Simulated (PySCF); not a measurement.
PySCF job for C₄H₄, SMILES C(=C)=C=C, HF/pcSseg-1. The structure is a stationary point at B3LYP-D3(BJ)/def2-SVP.

```python
import numpy as np
from pyscf import gto, scf, dft
from pyscf.prop.nmr import rhf as nmr

mol = gto.M(
    atom='''
    C    -0.00000000   -0.00000000    1.95753928
    C     0.00000000   -0.00000000    0.63714045
    C    -0.00000000    0.00000000   -0.63714045
    C     0.00000000    0.00000000   -1.95753928
    H    -0.00000000   -0.93530034    2.52859395
    H    -0.00000000    0.93530034    2.52859395
    H     0.00000000   -0.93530034   -2.52859395
    H     0.00000000    0.93530034   -2.52859395
    ''',
    basis='pcSseg-1',
    charge=0,
    spin=0,
    max_memory=1600,
    verbose=3,
)
mf = scf.RHF(mol)
mf.conv_tol = 1e-10
mf.max_cycle = 100
mf.kernel()
n = nmr.NMR(mf)
n.verbose = 2
n.max_cycle_cphf = 60
sigma = n.kernel()
print('atom   isotropic/ppm   span/ppm')
for i, s in enumerate(sigma):
    w = np.linalg.eigvalsh((s + s.T) / 2)
    print(f'{mol.atom_symbol(i):2s}{i + 1:3d} {w.mean():14.3f} {w[2] - w[0]:11.3f}')
```

Program output:

```
converged SCF energy = -153.663632009489
atom   isotropic/ppm   span/ppm
C   1         90.566     170.306
C   2         -0.947      56.102
C   3         -0.947      56.102
C   4         90.566     170.306
H   5         26.129       5.142
H   6         26.129       5.142
H   7         26.129       5.142
H   8         26.129       5.142
```

Self-consistency was reached.
